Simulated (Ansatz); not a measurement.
FS (SMILES F[S]), doublet, at a GFN2-xTB geometry, atoms displaced at random by about 0.03 Å a coordinate; PBE0/cc-pVDZ, gradient run with Ansatz (a quantum-chemistry and plane-wave program).

Ansatz was given this input:
Ansatz 0.2 input:
```yaml
crystal:
  periodic: [false, false, false]
  atoms:
    - {symbol: S, position_ang: [0.01821335, 0.02546775, -0.58215841]}
    - {symbol: F, position_ang: [-0.02345541, 0.02046351, 1.04258431]}
basis:
  gaussian:
    orbitals: cc-pVDZ
hamiltonian:
  xc: pbe0
magnetization: {spin_polarized: true, initial_magnetization: 1}
output: {forces: true}
```

Question: Predict the main parts of the log of this Ansatz run.

Answer: 
```
Functional definition: PBE0
321 factors; integrals over basis functions are off by at most 7.9e-4 eV
mean field evaluation 1: about -13543.1451 eV, gradient 1.3e1 eV
mean field evaluation 2: about -13542.0968 eV, gradient 2.2e1 eV
mean field evaluation 4: about -13543.6880 eV, gradient 3.5e-1 eV
mean field evaluation 8: about -13543.7522 eV, gradient 4.9e-2 eV
mean field evaluation 16: about -13543.7523 eV, gradient 3.1e-5 eV
mean field -13543.75226067 eV, -497.7237152947 hartree, gradient 3.1e-5 eV, S^2 0.753231; 0 other end points of the search recorded, 0 dependent functions left out
the calculation of the forces begins
reference -13543.75227265 eV, -497.7237157350 hartree; 13, 12 occupied and 19, 20 virtual orbitals, 321 factors
Total energy: -13543.75227265 eV, -497.7237157350 hartree
Atom 0 at     0.018213     0.025468    -0.582158 Å, force     0.008450     0.001015    -0.329490 eV/Å
Atom 1 at    -0.023455     0.020464     1.042584 Å, force    -0.008450    -0.001015     0.329490 eV/Å
Dipole moment:     0.005595     0.000672    -0.218140 e Å
```
